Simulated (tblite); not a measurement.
Species: C₆H₁₁FOSi.
Numbering: `[CH2:1]=[C:2]([CH3:3])[C@@:4]1([F:5])[SiH2:6][C@@H:7]1[O:8][CH3:9]` (hydrogens: H10, H11 on C1; H12, H13, H14 on C3; H15, H16 on Si6; H17 on C7; H18, H19, H20 on C9)

A start from a force field or distance geometry was refined with GFN2-xTB geometry optimisation, gas phase (tblite). Values at the start:

| coordinate | start |
| --- | --- |
| C1=C2 | 1.357 Å |
| C1–H10 | 1.099 Å |
| C1–H11 | 1.075 Å |
| C2–C3 | 1.493 Å |
| C2–C4 | 1.486 Å |
| C3–H12 | 1.104 Å |
| C4–F5 | 1.396 Å |
| C4–Si6 | 1.853 Å |
| C4–C7 | 1.507 Å |
| Si6–C7 | 1.875 Å |
| Si6–H15 | 1.497 Å |
| Si6–H16 | 1.476 Å |
| C7–O8 | 1.453 Å |
| C7–H17 | 1.089 Å |
| O8–C9 | 1.426 Å |
| C9–H20 | 1.101 Å |
| C1–C2–C3 | 119.5° |
| C1–C2–C4 | 123.7° |
| C2–C4–Si6 | 118.9° |
| C3–C2–C4 | 116.6° |
| C4–C7–Si6 | 65.4° |
| F5–C4–Si6 | 115.9° |
| F5–C4–C7 | 115.6° |
| Si6–C4–C7 | 66.9° |

Task: How do these coordinates change at the GFN2-xTB level?

Result: 
| coordinate | GFN2-xTB (Å or °) | change |
| --- | --- | --- |
| C4–Si6 | 1.922 | +0.069 |
| C7–O8 | 1.392 | -0.061 |
| Si6–H15 | 1.449 | -0.048 |
| C4–C7 | 1.554 | +0.047 |
| Si6–H16 | 1.445 | -0.031 |
| C1=C2 | 1.330 | -0.027 |
| C1–H10 | 1.076 | -0.023 |
| C3–H12 | 1.086 | -0.018 |
| O8–C9 | 1.411 | -0.015 |
| C2–C4 | 1.473 | -0.013 |
| C4–F5 | 1.383 | -0.013 |
| Si6–C7 | 1.888 | +0.013 |
| C2–C3 | 1.499 | +0.006 |
| C7–H17 | 1.093 | +0.004 |
| C9–H20 | 1.097 | -0.004 |
| C1–H11 | 1.076 | +0.001 |
| C2–C4–Si6 | 125.4 | +6.5 |
| F5–C4–C7 | 112.5 | -3.1 |
| C1–C2–C3 | 122.1 | +2.6 |
| F5–C4–Si6 | 113.5 | -2.4 |
| Si6–C4–C7 | 64.8 | -2.1 |
| C4–C7–Si6 | 67.1 | +1.7 |
| C1–C2–C4 | 122.1 | -1.6 |
| C3–C2–C4 | 115.7 | -0.9 |

The energy falls by 48.4 kJ/mol over 155 L-BFGS steps, the largest force on an atom goes from 2.53 to 0.007 eV/Å, and the atoms move by 0.994 Å rms after alignment. The bond that changes most is C4–Si6 (sp3 C–F carbon to SiH2 silicon), which lengthens by 0.069 Å. Bonds longer at the end by more than 0.005 Å: 4 of 20; shorter: 11. Among the dihedrals that turn most is C1–C2–C4–C7, from -38° to 39°. Rotational constants go from 1859, 1085, 886.6 to 1716, 1138, 928.9 MHz.

Its GFN2-xTB frequencies are all real (lowest 44 cm⁻¹). The numbers are those of one conformer. 3 starts were optimised and ended at 0.00, 1.25 and 1.53 kcal/mol (GFN2-xTB); the lowest of these is shown.

The numbers are calculated, not measured.
